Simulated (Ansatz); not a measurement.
[WO3(OH)]- (WO4H⁻) was relaxed with r2SCAN-D4 (def2-SVPD) in Ansatz in these states: charge -1 singlet, neutral doublet. The geometries follow in no particular order.

In the def2 sets W takes a core potential; there is no spin–orbit coupling.

A:

```xyz
6

W     0.1984   -0.2169    0.3523
O     0.0536   -1.9277    0.7408
O     1.8862    0.2041    0.0742
O    -0.4176    0.7653    1.6786
O    -0.8472    0.1317   -1.2683
H    -0.8733    1.0435   -1.5774
```

B:

```xyz
6

W    -0.405   -0.006    0.078
O    -1.456   -1.143   -0.728
O    -0.886   -0.162    1.862
O    -0.788    1.600   -0.426
O     1.409   -0.432   -0.245
H     2.126    0.142   -0.541
```

Task: Judge from the bond lengths which geometry belongs to which state (an estimate).

Result: A is the charge -1 singlet (W1–O3 1.762 Å, W1–O5 1.960 Å, W1–O4 1.762 Å); B is the neutral doublet (W1–O3 1.855 Å, W1–O5 1.891 Å, W1–O4 1.726 Å).
